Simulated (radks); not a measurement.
The scandium ion Sc5+, 16 electrons, occupied as [Ne] 3s2 3p4 (the NIST ground configuration). All-electron calculation, scalar-relativistic Kohn-Sham, LDA (Slater exchange, Perdew-Wang correlation), spin-polarised, spherical densities, finite nucleus; open shells are filled with parallel spins first; Fermi nuclear charge, rms radius 3.5459 fm. Program: a radial shooting solver on a logarithmic mesh with Libxc functionals.

Radial electron density D(r) = 4 pi r^2 rho(r):

r (bohr),D(r) (e/bohr),spin D(r)
0.004781,1.537,-0.0000454
0.006029,2.308,-0.0000550
0.007604,3.417,-0.0000495
0.009589,4.973,0.00000568
0.01209,7.084,0.000196
0.01525,9.819,0.000719
0.01923,13.15,0.00202
0.02426,16.89,0.00506
0.03035,20.44,0.0114
0.03827,23.39,0.0252
0.04826,24.77,0.0524
0.06086,24.09,0.103
0.07676,21.69,0.187
0.0968,19.06,0.314
0.1221,18.29,0.470
0.154,20.53,0.608
0.1942,24.36,0.639
0.2448,26.13,0.480
0.3088,22.86,0.176
0.3894,15.54,-0.00915
0.4911,8.802,0.292
0.6193,6.338,1.16
0.781,7.005,2.06
0.985,6.948,2.25
1.242,4.692,1.57
1.567,1.993,0.685
1.976,0.4954,0.174
2.491,0.06518,0.0232
3.142,0.003966,0.00141

D(r) has 3 maxima, at r = 0.0502, 0.239, 0.881 bohr, and minima at 0.115, 0.634 bohr, inside which lie 2.14, 10.42 electrons.
